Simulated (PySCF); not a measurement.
From a log to its input

A PySCF 2.14 run on the atoms Na 0 0 0; Br 0 0 2.725 (angstrom) printed this (some set-up lines and the per-cycle HOMO/LUMO lines with their warnings removed):

```
PySCF version 2.14.0

[INPUT] verbose = 4
[INPUT] num. atoms = 2
[INPUT] num. electrons = 45
[INPUT] charge = 1
[INPUT] spin (= nelec alpha-beta = 2S) = 1
[INPUT] symmetry False subgroup None
[INPUT] Mole.unit = angstrom

nuclear repulsion = 74.7644866804404
number of shells = 5
number of NR pGTOs = 115
number of NR cGTOs = 37
basis = pcseg-1
ecp = {}

******** <class 'pyscf.dft.uks.UKS'> ********
method = UKS
initial guess = minao
damping factor = 0
level_shift factor = 0
DIIS = <class 'pyscf.scf.diis.CDIIS'>
diis_start_cycle = 1
diis_space = 8
diis_damp = 0
SCF conv_tol = 1e-09
SCF conv_tol_grad = None
SCF max_cycles = 50
direct_scf = True
direct_scf_tol = 1e-13
number electrons alpha = 23  beta = 22
XC library pyscf.dft.libxc version 7.0.0
    S. Lehtola, C. Steigemann, M. J.T. Oliveira, and M. A.L. Marques.,  SoftwareX 7, 1–5 (2018)
XC functionals = m06l
    Y. Zhao and D. G. Truhlar.,  J. Chem. Phys. 125, 194101 (2006)
    Y. Zhao and D. G. Truhlar.,  J. Chem. Phys. 125, 194101 (2006)
    Y. Zhao and D. G. Truhlar.,  Theor. Chem. Acc. 120, 215 (2008)
radial grids:
    Treutler-Ahlrichs [JCP 102, 346 (1995); DOI:10.1063/1.469408] (M4) radial grids

becke partition: Becke, JCP 88, 2547 (1988); DOI:10.1063/1.454033
pruning grids: <function nwchem_prune>
grids dens level: 3
symmetrized grids: False
atomic radii adjust function: <function treutler_atomic_radii_adjust>
small_rho_cutoff = 0
Set gradient conv threshold to 3.16228e-05
tot grids = 38528
init E= -2734.87078507175

cycle= 1 E= -2735.78555584022  delta_E= -0.915  |g|= 0.0897  |ddm|= 0.952
cycle= 2 E= -2735.79034792871  delta_E= -0.00479  |g|= 0.0451  |ddm|= 0.231
cycle= 3 E= -2735.79139151599  delta_E= -0.00104  |g|= 0.00737  |ddm|= 0.0884
cycle= 4 E= -2735.79142046852  delta_E= -2.9e-05  |g|= 0.000775  |ddm|= 0.0128
cycle= 5 E= -2735.79142087831  delta_E= -4.1e-07  |g|= 0.00034  |ddm|= 0.002
cycle= 6 E= -2735.79142098813  delta_E= -1.1e-07  |g|= 7.21e-05  |ddm|= 0.000856
cycle= 7 E= -2735.79142102828  delta_E= -4.02e-08  |g|= 6.55e-05  |ddm|= 0.00103
cycle= 8 E= -2735.79142107  delta_E= -4.17e-08  |g|= 6.53e-05  |ddm|= 0.00109
cycle= 9 E= -2735.79142145707  delta_E= -3.87e-07  |g|= 6.42e-05  |ddm|= 0.0102
cycle= 10 E= -2735.79142355704  delta_E= -2.1e-06  |g|= 0.000241  |ddm|= 0.063
cycle= 11 E= -2735.79142315554  delta_E= 4.01e-07  |g|= 0.00168  |ddm|= 0.108
cycle= 12 E= -2735.79142158045  delta_E= 1.58e-06  |g|= 8.51e-05  |ddm|= 0.167
cycle= 13 E= -2735.79142141321  delta_E= 1.67e-07  |g|= 0.000104  |ddm|= 0.00438
cycle= 14 E= -2735.79142164892  delta_E= -2.36e-07  |g|= 0.00215  |ddm|= 0.22
cycle= 15 E= -2735.7914210326  delta_E= 6.16e-07  |g|= 0.00229  |ddm|= 0.0175
cycle= 16 E= -2735.79142165893  delta_E= -6.26e-07  |g|= 0.00214  |ddm|= 0.00541
cycle= 17 E= -2735.79142359339  delta_E= -1.93e-06  |g|= 0.0016  |ddm|= 0.00275
cycle= 18 E= -2735.79142572335  delta_E= -2.13e-06  |g|= 0.000533  |ddm|= 0.0347
cycle= 19 E= -2735.79142601833  delta_E= -2.95e-07  |g|= 0.000122  |ddm|= 0.0185
cycle= 20 E= -2735.79142603  delta_E= -1.17e-08  |g|= 5.12e-05  |ddm|= 0.0012
cycle= 21 E= -2735.79142603236  delta_E= -2.36e-09  |g|= 1.25e-05  |ddm|= 0.000427
cycle= 22 E= -2735.79142603251  delta_E= -1.48e-10  |g|= 1.76e-07  |ddm|= 0.000237
Extra cycle  E= -2735.79142603251  delta_E= -5e-12  |g|= 5.53e-08  |ddm|= 7.9e-07
converged SCF energy = -2735.79142603251  <S^2> = 0.75269075  2S+1 = 2.0026889
polarizability (a.u.)
Isotropic polarizability 14.7158609746
Polarizability anisotropy 5.05612178225
[[ 1.25057e+01 -1.00000e-04 -0.00000e+00]
 [-1.00000e-04  1.36169e+01 -0.00000e+00]
 [-0.00000e+00 -0.00000e+00  1.80250e+01]]

WARN: System has nonzero charge 1; the dipole moment is origin-dependent.
Location of origin: [0. 0. 0.]

Dipole moment(X, Y, Z, Debye):  0.00000,  0.00000,  1.36335
orbital energies (hartree): [array([-0.5378, -0.5071, -0.4888, -0.2289, -0.1436, -0.14  ]), array([-0.9046, -0.4904, -0.4717, -0.4492, -0.2295, -0.143 ])]
```

Problem. Write the input that gave this log.

Solution. The input was:

```python
from pyscf import gto, dft
from pyscf.prop.polarizability import uhf as pol

mol = gto.M(
    atom='Na 0 0 0; Br 0 0 2.725',
    basis='pcseg-1',
    charge=1,
    spin=1,
    verbose=4,
)
mf = dft.UKS(mol, xc='m06l')
mf.kernel()
print('polarizability (a.u.)')
print(pol.Polarizability(mf).polarizability().round(4))
mf.dip_moment()
print('orbital energies (hartree):', [e[max(0, n-3):n+3].round(4) for e, n in zip(mf.mo_energy, mol.nelec)])
```

The bond length is a typed value, not an optimised one. The dipole of an ion depends on the origin. No search for the lowest solution was made.
